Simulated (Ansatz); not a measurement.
This geometry of BFH4OSi (8 atoms, charge 0, multiplicity 1) is a first-order saddle point.

Level of theory: RHF/6-31G* in Ansatz.

```xyz
8
Properties=species:S:1:pos:R:3
O -0.049 1.710 -0.694
Si -0.398 0.092 -0.669
B 0.428 -0.833 0.966
F 0.208 -2.122 1.139
H 0.443 2.088 0.020
H 0.123 -0.536 -1.900
H -1.863 -0.098 -0.653
H 1.109 -0.300 1.792
```

(1) Which two structures does it join? (They come from a converged band through this point; their orientation in space is the band's.)

(2) How far does it lie above each of them?

## Answers

(1) No bond is made or broken. The dihedral H5–O1–Si2–H6 goes from 59 to -57°.

Initial state:

```xyz
8
Properties=species:S:1:pos:R:3
O 0.199 1.699 -0.263
Si -0.298 0.139 -0.498
B 0.456 -0.998 1.024
F 0.153 -2.283 1.045
H -0.063 2.362 -0.885
H 0.176 -0.375 -1.805
H -1.777 0.054 -0.523
H 1.155 -0.599 1.903
```

Final state:

```xyz
8
Properties=species:S:1:pos:R:3
O -0.283 1.761 -0.408
Si -0.437 0.120 -0.565
B 0.454 -0.903 0.974
F 0.146 -2.175 1.144
H 0.581 2.145 -0.438
H 0.165 -0.346 -1.838
H -1.884 -0.153 -0.601
H 1.259 -0.449 1.732
```

(2) 0.066 eV above the first and 0.024 eV above the second. This is the barrier of this one path; another mechanism may lie lower.

Time of the run: 3.1 min on 1 thread of Arm Neoverse V2 (shared host), peak memory 0.12 GiB.
